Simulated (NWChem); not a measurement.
System: C$_{2}$H$_{2}$FI; SMILES F/C=C\I

All runs: NWChem. Pople sets run with spherical d functions. The geometry was optimised at PBE-D3(BJ)/def2-SVP (def2 core potentials past Kr). Total energies compare along this basis series because the functional is fixed.

```tsv
level	basis functions	energy (Ha)	highest occupied level (eV)	orbital gap (eV)	dipole (D)	relative time
PBE0/STO-3G, non-relativistic	44	-7027.2221	-4.40	7.63	1.75	1
PBE0/3-21G, non-relativistic	62	-7065.6631	-6.81	6.36	1.95	1
PBE0/6-311G**, non-relativistic	128	-7096.1808	-7.07	6.19	2.01	5
```

Relative times are rough (shared machine, one core).
